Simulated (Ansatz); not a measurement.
Basis-set extrapolation for CH4ClFOSi, SMILES `FC(Cl)O[SiH3]` (PBE0-D4/def2-TZVP geometry, frozen core, the Gaussian-basis code of Ansatz). Multiplicity 1, RHF reference.

```json
{"": "HF", "def2-TZVPP": "-963.081656", "def2-QZVPP": "-963.113400"}
{"": "MP2 correlation", "def2-TZVPP": "-0.962221", "def2-QZVPP": "-1.045763"}
{"": "CCSD(T) correlation", "def2-TZVPP": "-1.040230", "def2-QZVPP": "not run"}
```

Energies in hartree. Use E(X) = E(∞) + A·exp(−7.88·√X) for Hartree–Fock and E(X) = E(∞) + B·X^(−2.97) for correlation, with X = 3 and 4, and add CCSD(T) minus MP2 of the smaller set to the MP2 limit.

Question: What is the CCSD(T) energy at the basis-set limit?

Answer: HF limit: -963.113400 + (-0.031744) × 0.13774 = -963.11777. MP2 limit: -1.045763 + (-0.083542) × 0.74074 = -1.10765. Higher-order term: -1.040230 − (-0.962221) = -0.07801. Total: -964.30343 hartree, 4.94 eV below CCSD(T)/def2-TZVPP.
